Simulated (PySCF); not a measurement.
## Ge⁺ (germanium, charge +1): UHF calculation

Configuration: [Ar] 3d10 4s2 4p1, 2P determinant. Calculation: PySCF 2.14, in cc-pVDZ-DK (5s4p2d, 27 functions); the spin-free X2C one-electron Hamiltonian (Gaussian nucleus).

- Total energy: -2096.686758 hartree
- One-electron energy: -2911.8219 hartree
- Hartree (Coulomb) energy: 893.5032 hartree
- Exchange energy: -78.3680 hartree
- ⟨S²⟩: 0.7588
- ⟨L²⟩: 2.026
- Sum of ⟨r⟩: 20.77 bohr
- Sum of ⟨r²⟩: 28.78 bohr²
- Traceless quadrupole moment −½Σ⟨3z² − r²⟩ along its main axis: -3.21 e·bohr²
- Langevin diamagnetic susceptibility: -22.8 ×10⁻⁶ cm³/mol
- Time after the integrals: 0.07 s of wall time on 1 thread of Intel(R) Xeon(R) Platinum 8559C (shared host)

| shell | electrons | mean orbital energy (eV) | spread (eV) | rms radius, mean of both spins (bohr) |
| --- | --- | --- | --- | --- |
| 1s α | 1 | -11188.1 | 0 | 0.0542 |
| 1s β | 1 | -11188.1 | 0 | 0.0542 |
| 2s α | 1 | -1463.4 | 0 | 0.227 |
| 2s β | 1 | -1463.4 | 0 | 0.227 |
| 2p α | 3 | -1275.5 | 0.043 | 0.203 |
| 2p β | 3 | -1275.4 | 0.129 | 0.203 |
| 3s α | 1 | -210.86 | 0 | 0.667 |
| 3s β | 1 | -210.74 | 0 | 0.667 |
| 3p α | 3 | -151.12 | 0.001 | 0.700 |
| 3p β | 3 | -150.95 | 0.479 | 0.700 |
| 3d α | 5 | -52.732 | 0.306 | 0.815 |
| 3d β | 5 | -52.627 | 0.508 | 0.815 |
| 4s α | 1 | -24.626 | 0 | 2.24 |
| 4s β | 1 | -22.331 | 0 | 2.24 |
| 4p α | 1 | -15.527 | 0 | 2.81 |

Densities and radii are taken from the X2C orbitals without a picture-change correction, which distorts them close to the nucleus.
